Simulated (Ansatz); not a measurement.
`C[N]([GeH3])[InH2]` → `C[NH][InH2]` + `[GeH2]` at 400 K and 1 bar (germylene loss).

Computed with Ansatz on PBE0-D4/def2-TZVP structures; ΔE is electronic, products minus reactants. CBS: MP2 limit from def2 TZ/QZ plus the TZ coupled-cluster correction, frozen cores. Elements past krypton have def2 core potentials. For Ge, In outer-core shells are correlated without core-valence functions, which leaves a few kJ/mol of doubt a bond. Scalar relativity is left out up to krypton.

| species | CCSD(T)/CBS energy (Eh) | H − E (kJ/mol) | S (J/(mol·K)) |
| --- | --- | --- | --- |
| `C[N]([GeH3])[InH2]` | -2363.46641 | 244.5 | 421.6 |
| `C[NH][InH2]` | -286.14916 | 199.0 | 346.0 |
| `[GeH2]` | -2077.24753 | 42.4 | 231.0 |

H − E and S are ideal-gas, rigid-rotor, harmonic terms from PBE0-D4/def2-TZVP. 1 Eh = 2625.50 kJ/mol, R = 8.31446 J/(mol·K).

**Question.** By hand: ΔE, ΔH, ΔS and ΔG.

**Answer.** ΔE = (-286.14916) + (-2077.24753) − (-2363.46641) = 0.06972 Eh = 183.0 kJ/mol. Δ(H − E) = 199.0 + 42.4 − 244.5 = -3.1, so ΔH = 179.9 kJ/mol. ΔS = 346.0 + 231.0 − 421.6 = 155.4 J/(mol·K). ΔG = 179.9 − 400 × (155.4)/1000 = 117.7 kJ/mol.

**Question.** By hand: the equilibrium constant, and the temperature at which ΔG would vanish if ΔH and ΔS stayed fixed.

**Answer.** log₁₀ K = −ΔG/(RT ln 10) = -15.4. ΔG = 0 at ΔH/ΔS = 1158 K.

The number of gas molecules changes by +1, which sets the sign of ΔS. A doubt of 5 kJ/mol in ΔE shifts log₁₀ K by 0.7 here. These are equilibria of isolated gas molecules and say nothing of rates. Largest T1 diagnostic: 0.016 (customary marks: 0.02 for closed shells, 0.045 for open ones).
